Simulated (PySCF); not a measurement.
Compound: C5H9BO2.
Geometry (PBE0-D3(BJ)/def2-SVP, Å), atoms numbered from 1 in this order:
```
atom  x, y, z in Å
C1     2.4648    1.6533   -0.5806
C2     2.2098    0.4980   -0.2998
B3     1.8640   -0.9579    0.0824
O4     2.7127   -1.9496   -0.2834
O5     0.7406   -1.2770    0.7750
C6    -0.2461   -0.3372    1.1426
C7    -1.3022   -0.1927    0.0643
C8    -2.4148    0.7613    0.4640
H9     2.7050    2.6696   -0.8373
H10    2.3814   -2.8062    0.0112
H11    0.2169    0.6424    1.3549
H12   -0.7032   -0.6997    2.0780
H13   -0.8111    0.1601   -0.8586
H14   -1.7108   -1.1922   -0.1605
H15   -2.9332    0.4188    1.3742
H16   -2.0244    1.7717    0.6659
H17   -3.1687    0.8514   -0.3316
```

Computed with PySCF at PBE0/pcSseg-1 and B3LYP/def2-SVPD, non-relativistic, on one gas-phase PBE0-D3(BJ)/def2-SVP geometry that isn't relaxed in the solvent. The solvent is an IEF-PCM continuum (van der Waals radii × 1.2). Specific hydrogen bonds and non-electrostatic terms are outside this model.

Gas phase at PBE0/pcSseg-1: HOMO -8.18 eV, LUMO -0.44 eV, dipole 2.01 D.

What does the continuum do to the energy, the frontier levels and the dipole at PBE0/pcSseg-1 in benzene and chloroform?

| solvent | ε | E(solvent) − E(gas) (kcal/mol) | polarisation term (kcal/mol) | distortion of the solute (kcal/mol) | HOMO (eV) | LUMO (eV) | dipole (D) |
| --- | --- | --- | --- | --- | --- | --- | --- |
| benzene | 2.271 | -2.99 | -3.12 | 0.13 | -8.24 | -0.49 | 2.21 |
| chloroform | 4.711 | -4.77 | -5.13 | 0.36 | -8.29 | -0.53 | 2.33 |

The polarisation term is half the interaction of the solute with the surface charges that it induces; the rest is the cost of distorting the solute's density. The sum is the electrostatic part of solvation alone. From benzene to chloroform the lowering changes by a factor 1.60, Onsager's factor (ε − 1)/(2ε + 1) by 1.55 and ε itself by 2.1.

Which radius a makes the point-dipole formula ΔE = −[(ε − 1)/(2ε + 1)]·μ²/a³ give the value in chloroform, with the gas-phase dipole?

μ = 0.791 au and |ΔE| = 0.00761 Eh give a = 1.63 Å; the farthest nucleus lies 3.96 Å from the centroid of the nuclei, so such a sphere wouldn't even hold the nuclei. The formula assumes a rigid point dipole at the centre of a sphere.

Give the dipole vector in the frame of the coordinates (D, pointing from negative to positive charge), gas and chloroform.

Gas (-1.81, 0.61, 0.63), solvent (-2.07, 0.77, 0.74). Its length changes by +16 % and its direction by 2°.

Which ESP-fitted charges (PBE0/pcSseg-1) respond most in benzene (means over atoms taken as equivalent)?

```tsv
atoms	environment	gas (e)	solvent (e)	change
C2	alkyne carbon	-0.151	-0.180	-0.029
O4	boron-bound oxygen	-0.675	-0.700	-0.025
B3	three-coordinate boron	+0.699	+0.717	+0.018
H10	hydroxyl hydrogen	+0.440	+0.458	+0.018
O5	boron-bound oxygen	-0.565	-0.576	-0.011
H9	alkyne hydrogen	+0.298	+0.308	+0.010
C7	chain CH2 carbon	+0.097	+0.107	+0.010
C8	methyl carbon	-0.411	-0.419	-0.008
```

Which Mayer bond orders change most in benzene?

| bond | length (Å) | gas | solvent | change |
| --- | --- | --- | --- | --- |
| C1–C2 | 1.216 | 2.560 | 2.548 | -0.012 |
| O4–H10 | 0.965 | 0.928 | 0.921 | -0.007 |
| B3–O5 | 1.358 | 1.154 | 1.159 | +0.005 |
| O5–C6 | 1.411 | 0.855 | 0.850 | -0.005 |
| C1–H9 | 1.075 | 1.080 | 1.083 | +0.003 |
| C7–C8 | 1.519 | 1.053 | 1.054 | +0.001 |
| C2–B3 | 1.544 | 0.925 | 0.926 | +0.001 |
| C6–H12 | 1.102 | 0.955 | 0.954 | -0.001 |

Gas phase at B3LYP/def2-SVPD: HOMO -7.97 eV, LUMO -0.77 eV, dipole 1.96 D.

What does the continuum do to the energy, the frontier levels and the dipole at B3LYP/def2-SVPD in benzene?

| solvent | ε | E(solvent) − E(gas) (kcal/mol) | polarisation term (kcal/mol) | distortion of the solute (kcal/mol) | HOMO (eV) | LUMO (eV) | dipole (D) |
| --- | --- | --- | --- | --- | --- | --- | --- |
| benzene | 2.271 | -2.74 | -2.89 | 0.15 | -8.01 | -0.79 | 2.19 |

How does the static polarisability (B3LYP/def2-SVPD, frozen core, with the continuum's full static response) change?

| medium | isotropic (au) | principal values (au) | ⟨r²⟩ of the electrons (bohr²) |
| --- | --- | --- | --- |
| gas | 81.0 | 64.0, 87.5, 91.5 | 1264.1 |
| benzene | 90.9 | 72.5, 96.5, 103.8 | 1263.7 |

The isotropic value in benzene is 1.12 times the gas-phase one; no cavity-field correction is applied. ⟨r²⟩ is taken about the centre of nuclear charge.

The run took 23 s wall on an Arm Neoverse V1 with one thread, no GPU, on a shared host, and the process peaked at 1.0 GiB of memory. This is the whole shielding run at PBE0/pcSseg-1 in chloroform, SCF included.
